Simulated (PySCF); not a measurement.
Bis(dimethylethylamine) alane, C₈H₂₅AlN₂.
Structure used (PBE0-D3(BJ)/def2-SVP), in Å, numbered top down from 1:
```xyz
36
C8H25AlN2 angstrom
C      2.9517    1.6606   -0.5066
C      3.0848    0.3938    0.3126
N      2.2867   -0.7525   -0.1553
C      2.5189   -1.8774    0.7469
C      2.6096   -1.1359   -1.5253
Al     0.1009   -0.3511   -0.0493
N     -2.0792   -0.0248    0.1547
C     -2.5220   -0.8330    1.2853
C     -2.6942   -0.4810   -1.0867
C     -2.2668    1.4165    0.3816
C     -3.6976    1.8939    0.5753
H      3.5255    2.4631   -0.0201
H      1.9024    1.9780   -0.5815
H      3.3465    1.5468   -1.5269
H      2.7577    0.5926    1.3448
H      4.1501    0.0864    0.3615
H      2.2066   -1.5986    1.7635
H      1.9149   -2.7363    0.4266
H      3.5882   -2.1625    0.7640
H      2.0034   -2.0100   -1.8013
H      3.6813   -1.3911   -1.6348
H      2.3562   -0.3220   -2.2159
H     -0.1746   -1.9332   -0.3025
H      0.3178    0.2309    1.4554
H      0.1242    0.6383   -1.3349
H     -2.0386   -0.4703    2.2033
H     -2.2097   -1.8746    1.1223
H     -3.6188   -0.8083    1.4163
H     -3.7974   -0.4277   -1.0542
H     -2.3959   -1.5230   -1.2703
H     -2.3248    0.1311   -1.9214
H     -1.8058    1.9299   -0.4769
H     -1.6552    1.6767    1.2603
H     -3.6995    2.9839    0.7241
H     -4.3320    1.6831   -0.2989
H     -4.1737    1.4434    1.4593
```

Method used: PBE0-D3(BJ)/def2-SVP geometry optimisation, gas phase (PySCF).

Take the most abundant isotopes and a rigid rotor. The values belong to one conformer with, in the numbering `[CH3:1][CH2:2][N+:3]([CH3:4])([CH3:5])[AlH3-2:6][N+:7]([CH3:8])([CH3:9])[CH2:10][CH3:11]`, C1–C2–N3–C4 -179°, Al6–N7–C10–C11 -179°.

(1) Give the principal moments of inertia and the rotational constants in GHz.

(2) What kind of rotor is it?

(3) Is it planar, by Δ = Ic − Ia − Ib?

(4) Give the other two planar moments, Paa and Pbb, and the rms extents of the mass along the axes.

(5) Where do the levels up to J = 2 lie, in K?

(6) Which lines would a microwave search look for?

(7) Estimate the classical rotational partition function at 10 K, 100 K and 500 K.

Answers

(1) Ia = 334.53, Ib = 1248.59, Ic = 1358.80 u·Å²; 505379 MHz·u·Å²/I gives 1511, 404.8 and 371.9 MHz, that is A = 1.5107, B = 0.4048, C = 0.3719 GHz.

(2) A near-prolate asymmetric top: κ = (2 × 404.8 − 1511 − 371.9)/(1511 − 371.9) = -0.94.

(3) Not planar: Δ = Ic − Ia − Ib = -224.33 u·Å². For a rigid frame Δ = −2 Σ m c², so Σ m c² = 112.16 u·Å² lies off the ab plane: 40.77 from hydrogen and 71.39 from heavier atoms. The atom farthest from that plane is 2.15 Å away.

(4) Paa = Σ m a² = (Ib + Ic − Ia)/2 = 1136.43 and Pbb = Σ m b² = (Ia + Ic − Ib)/2 = 222.37 u·Å². With the mass M = 176.18 u, the rms extents √(P/M) along a, b and c are 2.54, 1.12, 0.80 Å.

(5) Above 0(0,0), as E/k:
J = 1: 1(0,1) 0.037, 1(1,1) 0.090, 1(1,0) 0.092
J = 2: 2(0,2) 0.112, 2(1,2) 0.163, 2(1,1) 0.168, 2(2,1) 0.327, 2(2,0) 0.327

(6) The dipole components are |μa| = 0.11 D, |μb| = 0.13 D, |μc| = 0.18 D. Intensities carry the squares of the components, which stand as 0.40 : 0.52 : 1.00 (a : b : c). Some lines, for components of 0.1 D or more:

```tsv
type	branch	J(Ka,Kc)	MHz	lower level (cm⁻¹)
a	R	1(0,1) ← 0(0,0)	777	0.000
c	Q	2(1,2) ← 2(0,2)	1074	0.078
b	Q	1(1,0) ← 1(0,1)	1139	0.026
b	Q	3(1,2) ← 3(0,3)	1224	0.155
b	R	3(0,3) ← 2(1,2)	1253	0.114
a	R	2(1,1) ← 1(1,0)	1586	0.064
a	R	3(1,3) ← 2(1,2)	2280	0.114
a	R	3(0,3) ← 2(0,2)	2327	0.078
c	R	2(1,1) ← 1(0,1)	2725	0.026
c	Q	3(2,2) ← 3(1,2)	3269	0.196
c	Q	2(2,1) ← 2(1,1)	3318	0.117
b	R	2(2,1) ← 1(1,0)	4904	0.064
b	Q	3(3,0) ← 3(2,1)	5609	0.305
b	Q	3(3,1) ← 3(2,2)	5612	0.305
c	R	3(2,1) ← 2(1,1)	5651	0.117
b	R	3(2,1) ← 2(1,2)	5750	0.114
b	R	3(3,0) ← 2(2,1)	7942	0.227
```

(7) Point group C1, symmetry number σ = 1; q = (√π/σ)·√((kT/h)³/(ABC)), k/h = 20836.6 MHz/K: 11200 at 10 K, 354000 at 100 K, 3950000 at 500 K.

Not checked by PBE0-D3(BJ)/def2-SVP frequencies. No vibrational averaging or centrifugal distortion is included, and the geometry carries the error of its method. A rigid rotor knows nothing of internal rotation, which can split or shift real lines. Quadrupole hyperfine structure (14N, 27Al) is left out.

The run took 17 min on an Arm Neoverse V1 with one thread, no GPU, on a shared host, and the process peaked at 2.2 GiB of memory. These figures are those of the optimisation.
